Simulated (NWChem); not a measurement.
Molecule: CH4Cl2OSn; SMILES [CH3][Sn]([Cl])([Cl])[OH]

```xyz
9

C     -1.7444     1.5055     0.0000
Sn    -0.2628    -0.0124     0.0000
O     -1.1397    -1.7730     0.0000
Cl     1.1532     0.0890    -1.8680
Cl     1.1532     0.0890     1.8680
H     -1.6220     2.1196     0.9013
H     -1.6220     2.1196    -0.9013
H     -2.7267     1.0147     0.0000
H     -0.5133    -2.5073     0.0000
```
Atoms are numbered in this order, from 1.

Computed with NWChem. Medium grid unless said otherwise, to which SCAN and Minnesota functionals are sensitive. Structure relaxed at the PBE0/def2-SVP level. Not confirmed as a minimum by frequencies. def2 effective core potentials on Sn; no spin-orbit coupling. B3LYP is NWChem's, with the RPA form of VWN correlation.

Question: Order these by “orbital gap (eV)”, lowest first: MN15-L/def2-SVP; MN15/def2-SVP; PBE/def2-SVP; Hartree-Fock/def2-SVP; M05-2X/def2-SVP.

Answer: PBE/def2-SVP (4.61), MN15-L/def2-SVP (5.80), MN15/def2-SVP (8.42), M05-2X/def2-SVP (9.84), Hartree-Fock/def2-SVP (14.27)
